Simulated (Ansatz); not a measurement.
A structure relaxed at PBE0-D4/def2-TZVP, charge 0, multiplicity 1:

Cartesian coordinates in Å:
```
C -0.1940 0.8769 1.9412
C 0.7112 0.4217 1.0786
Si 0.2745 -0.4280 -0.5097
N 0.4045 0.4520 -1.9628
N -1.3327 -0.9695 -0.3828
Br 1.8257 -2.0419 -0.7567
H 0.0870 1.3848 2.8598
H -1.2594 0.7644 1.7613
H 1.7654 0.5676 1.3074
H 1.2625 0.4413 -2.4873
H -0.1143 1.3059 -2.0908
H -1.6468 -1.4424 0.4491
H -1.7837 -1.3330 -1.2074
```

(1) Give its formula and SMILES.

(2) Point group (tolerance 0.08 Å, 0.16 Å for H)?

(3) Summarise the bond lengths by kind.

Results:

(1) C2H7BrN2Si, `C=C[Si](N)(N)Br`.

(2) C1.

(3) 1 × C–C 1.331 Å; 3 × C–H 1.086 to 1.089 Å; 1 × C–Si 1.853 Å; 2 × N–Si 1.701 to 1.704 Å; 1 × Br–Si 2.252 Å; 4 × H–N 1.006 to 1.008 Å.

All numbers were calculated with Ansatz.
